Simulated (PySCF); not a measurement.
CuH, SMILES [CuH] (connectivity only; charge and spin as stated), charge +1, multiplicity 2. Coordinates come from a r2SCAN-D4/def2-TZVPD optimisation. The spin state was assumed, not searched.

Level of theory: r2SCAN-D4/def2-TZVPD run with PySCF 2.14.0.

Harmonic wavenumbers (cm⁻¹): 1742. Rotational constants (GHz): 229.8 (linear); symmetry number 1.

Problem. Work out the zero-point energy and the ideal-gas rigid-rotor harmonic-oscillator thermochemistry at 298.15 K and 1 atm.

Solution. ZPE = ½ Σ hcν = ½ × 1742 cm⁻¹ = 2.49 kcal/mol. H − E(el) = 4.57 kcal/mol. Entropy in cal/(mol K): translation 38.41, rotation 8.54, vibration 0.00, spin 1.38, total 48.33. G − E(el) = -9.85 kcal/mol. Cp = 6.99 cal/(mol K).
